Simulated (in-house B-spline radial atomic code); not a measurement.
Excitations of Te⁶⁺ by several methods

Full response, energies in eV; labels give the largest channel, * marks a mixed state, a dash one above the method's threshold, and an imaginary frequency an unstable closed-shell reference. Computed with an all-electron radial atomic-structure program (B-spline basis): linear response of the closed shell [Kr] 4d10 with each method's own kernel (bare exchange for TDHF, static screening on G0W0 levels for BSE, the adiabatic kernel for functionals); scalar-relativistic (spin-free one-electron X2C), finite nucleus, no spin-orbit coupling, no double excitations, S, P, D and F terms only; shells from n = 2 respond. Only terms of natural parity with L up to 3 were computed.

| method | 4d → 5s 3D | 4d → 5s 1D | 4d → 5p 3P | α (bohr³) |
| --- | --- | --- | --- | --- |
| TDHF | 39.60 | 40.64 | 52.23 | 1.295 |
| BSE on G0W0@HF | 38.96 | 39.90 | 52.05 | 1.274 |
| LDA VWN5 | 35.95 | 36.72 | 49.21 | 1.353 |
| PBE | 35.93 | 36.76 | 49.02 | 1.348 |
| PBE0 | 37.11 | 37.97 | 50.14 | 1.33 |
| B3LYP (VWN-RPA) | 36.25 | 37.16 | 49.20 | 1.341 |
| CAM-B3LYP | ? | ? | ? | ? |
| LC-wPBE | 36.38 | 37.22 | 49.40 | 1.341 |
| wB97X | 37.90 | 38.52 | 51.13 | 1.333 |
| HSE06 | 37.07 | 37.92 | 50.10 | 1.331 |
| BHandHLYP | 37.39 | 38.36 | 50.18 | 1.321 |
| BLYP | 35.22 | 36.14 | 48.15 | 1.356 |
| PBEsol | ? | ? | ? | ? |
| BP86 | 36.34 | 37.14 | 49.59 | 1.348 |
| LDA exchange-only | 35.19 | 36.13 | 48.18 | 1.367 |
| B97-1 | 37.02 | 37.69 | 50.25 | 1.335 |
| RPBE | 35.93 | 36.76 | 48.95 | 1.346 |
| OLYP | 36.04 | 36.96 | 48.80 | 1.33 |

Task: What does PBEsol give?

Result: 4d → 5s 3D: 36.08; 4d → 5s 1D: 36.91; 4d → 5p 3P: 49.20; α: 1.349 (eV, bohr³).

Task: What does CAM-B3LYP give?

Result: 4d → 5s 3D: 36.19; 4d → 5s 1D: 37.09; 4d → 5p 3P: 49.08; α: 1.342 (eV, bohr³).
